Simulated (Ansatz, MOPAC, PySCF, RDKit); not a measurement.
Complex: SiH4 (SMILES [SiH4]) (first 5 atoms) with Si2H6 (SMILES [SiH3][SiH3]); geometry from B3LYP-D3(BJ)/def2-TZVP, rigid monomers moved along the line of their centres of mass till Si1···H11 is 4.29 Å.
(charge 0, multiplicity 1):
```xyz
13

Si    -0.096     0.111    -0.159
H     -0.208    -1.148     0.611
H     -1.448     0.594    -0.516
H      0.686    -0.135    -1.392
H      0.592     1.129     0.665
Si     0.955    -0.941     5.070
Si    -0.732     0.688     5.048
H      0.367    -2.290     4.889
H      1.664    -0.904     6.373
H      1.941    -0.701     3.990
H     -1.577     0.563     3.836
H     -0.139     2.047     5.072
H     -1.601     0.528     6.240
```

Interaction energies are E(AB) − E(A) − E(B) at the monomers' geometry in the complex; basis-set methods are counterpoise corrected. Rows marked so take none.

Correlated levels freeze the cores. Rows in 6-31G* carry no dispersion term and start afresh at each structure (6-31G* with six Cartesian d functions). The state that PM3, PM6 reach isn't checked.

Programs: Ansatz (a first-principles code); MOPAC for PM3, PM6 (differences of heats of formation); PySCF for 6-31G* rows; RDKit for the force fields. 

```json
[
 {"level": "MMFF94", "interaction energy (meV)": "-29.1"},
 {"level": "PM3", "interaction energy (meV)": "2.1"},
 {"level": "PM6", "interaction energy (meV)": "8.5"},
 {"level": "HF/6-31G*", "interaction energy (meV)": "0.2"},
 {"level": "HF/6-31G* (no counterpoise)", "interaction energy (meV)": "-6.1"},
 {"level": "HF/aug-cc-pV(D+d)Z", "interaction energy (meV)": "0.5"},
 {"level": "BP86/6-31G* (no counterpoise)", "interaction energy (meV)": "9.5"},
 {"level": "MP2/aug-cc-pV(D+d)Z", "interaction energy (meV)": "___"},
 {"level": "CCSD(T)/aug-cc-pV(D+d)Z", "interaction energy (meV)": "___"}
]
```

Problem. Fill in the missing entries.

Solution. 
- MP2/aug-cc-pV(D+d)Z, interaction energy (meV): -22.1
- CCSD(T)/aug-cc-pV(D+d)Z, interaction energy (meV): -23.3
